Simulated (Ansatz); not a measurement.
Geometry optimisation, Ansatz, UKS PBE-D4/def2-TZVP.

The input (input.yaml):

```yaml
crystal:
  periodic: [false, false, false]
  atoms:
    - { symbol: Si, position_ang: [-0.27017, -0.8358, -0.14319] }
    - { symbol: Zn, position_ang: [0.41339, 1.37656, 0.09024] }
    - { symbol: H, position_ang: [-1.65468, -1.26774, -0.36431] }
    - { symbol: H, position_ang: [0.26326, -1.91858, 0.69358] }
    - { symbol: H, position_ang: [0.50359, -0.15941, -1.15185] }
magnetization:
  spin_polarized: true
  initial_magnetization: 1
basis:
  gaussian: { orbitals: def2-TZVP }
hamiltonian:
  xc: pbe
  dispersion: d4
relax:
  f_tol: 0.02
  max_steps: 50
```

Launched with:

```bash
$ ansatz run input.yaml --threads 2 --pin off --max-ram 3072MiB --backend cpu --events-out ev --progress --plain --runs-dir out
```

Where does it end, and by what steps?

The forces met the threshold. After 5 steps the energy has fallen by 1.051 eV; H5 moved furthest, 0.87 Å.

| step | energy less start (eV) | largest force component (eV/Å) | accepted |
| --- | --- | --- | --- |
| 0 | 0.0000 | 1.895 | yes |
| 1 | -0.6110 | 0.811 | yes |
| 2 | -0.8443 | 0.526 | yes |
| 3 | -0.9723 | 0.510 | yes |
| 4 | -1.0437 | 0.084 | yes |
| 5 | -1.0505 | 0.011 | yes |

```xyz
5
Properties=species:S:1:pos:R:3
Si -0.180 -0.735 -0.234
Zn 0.204 1.622 0.607
H -1.644 -1.025 -0.388
H 0.400 -1.747 0.711
H 0.475 -0.919 -1.572
```

Whether the end is a true minimum wasn't checked by a vibrational analysis.

The run took 9.6 s on 2 threads of Intel(R) Xeon(R) 6975P-C (Granite Rapids), with other jobs on the host, peak memory 0.21 GiB.
